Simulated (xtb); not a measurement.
C₂H₆Ge, SMILES [CH](=C)[GeH3]. All values are semi-empirical tight-binding results from xtb (GFN2-xTB unless named), good for trends rather than for accurate numbers. Coordinates come from a GFN2-xTB optimisation.

For metal compounds this method's bond lengths and energies can be far off.

Computed properties:
```yaml
point_group_as_xtb_finds_it: Cs
orbital_gap: 5.00 eV
zero_point_energy: 39.3 kcal/mol
G − E(el) at 298.15 K (modified RRHO): 21.6 kcal/mol
```
